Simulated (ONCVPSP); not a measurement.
# An all-electron radial function and its pseudo partner (Ag (Z = 47))

Columns: radius, all-electron u(r) and pseudo u(r) of the 4d shell (level -7.92 eV) of silver in the configuration [Ar] 3d10 4s2 4p6 4d10 5s1; PBEsol, non-relativistic, ONCV scheme, ONCVPSP 4.0.1.

```
r (bohr)  all-electron  pseudo
   0.095       -0.1973  0.0033
   0.190       -0.4382  0.0255
   0.285       -0.3923  0.0804
   0.380       -0.1544  0.1734
   0.475        0.1381  0.2998
   0.570        0.4050  0.4471
   0.665        0.6141  0.5973
   0.760        0.7595  0.7324
   0.855        0.8480  0.8379
   0.950        0.8910  0.9055
   1.045        0.9004  0.9340
   1.140        0.8866  0.9285
   1.235        0.8574  0.8972
   1.330        0.8188  0.8501
   1.425        0.7748  0.7955
   1.520        0.7285  0.7398
   1.615        0.6818  0.6866
   1.710        0.6358  0.6372
   1.805        0.5915  0.5917
   1.900        0.5493  0.5493
   1.995        0.5094  0.5094
   2.090        0.4720  0.4720
   2.185        0.4370  0.4370
   2.280        0.4045  0.4045
   2.375        0.3743  0.3743
   2.470        0.3463  0.3463
```

(1) How many radial nodes do the two functions have?

(2) At about which radius was the pseudo-wave matched?

(3) Where does each function peak?

(4) Is the pseudo-wave norm-conserving?

## Answers

(1) The all-electron 4d function has n − l − 1 = 1; the pseudo-wave has 0, since the states of the same l below it are removed with the core.

(2) 1.90 bohr, where the columns begin to agree (steps of 0.10 bohr).

(3) Outermost all-electron maximum near 1.04 bohr, pseudo maximum near 1.04 bohr (to the table’s step).

(4) Yes: the ONCV scheme keeps the norm inside the radius equal to the all-electron one, which fixes the energy derivative of the logarithmic derivative at the level.
